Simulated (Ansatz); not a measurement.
CH₃AlFNS, SMILES `N[C]1(F)[AlH][S]1`. Total charge 0; spin multiplicity 1. All single points use the PBE0-D4/def2-TZVP geometry. It is one conformer, not always the lowest.

```xyz
8

N     1.217    0.593   -0.553
C    -0.086    0.485   -0.010
F    -0.711    1.700   -0.192
Al   -1.232   -1.024    0.424
S    -0.016    0.022    1.831
H     1.212    0.537   -1.564
H     1.848   -0.091   -0.167
H    -2.233   -2.222    0.231
```

(1) What is the dipole moment at B3LYP/def2-TZVPP? (Estimate.)

(2) And with PBE, r2SCAN, ωB97M-V? (An estimate is asked.)

(3) Give the Mulliken charges with B3LYP, PBE, r2SCAN in def2-TZVPP. (Estimate.)

Results:

(1) Computed: 3.78 D, with components (-0.39, -3.27, -1.87) D in this frame, pointing from negative to positive charge.

(2) Ansatz gave: PBE 3.43 D, r2SCAN 3.65 D, ωB97M-V 3.92 D.

(3) Ansatz gave: 
```json
{"atom": "N1", "B3LYP": "-0.25", "PBE": "-0.24", "r2SCAN": "-0.29"}
{"atom": "C2", "B3LYP": "0.19", "PBE": "0.13", "r2SCAN": "0.16"}
{"atom": "F3", "B3LYP": "-0.22", "PBE": "-0.17", "r2SCAN": "-0.21"}
{"atom": "Al4", "B3LYP": "0.29", "PBE": "0.22", "r2SCAN": "0.37"}
{"atom": "S5", "B3LYP": "-0.23", "PBE": "-0.21", "r2SCAN": "-0.25"}
{"atom": "H6", "B3LYP": "0.15", "PBE": "0.16", "r2SCAN": "0.16"}
{"atom": "H7", "B3LYP": "0.14", "PBE": "0.14", "r2SCAN": "0.15"}
{"atom": "H8", "B3LYP": "-0.06", "PBE": "-0.05", "r2SCAN": "-0.09"}
```

B3LYP here is the variant with VWN-RPA as its local correlation; programs differ in this.
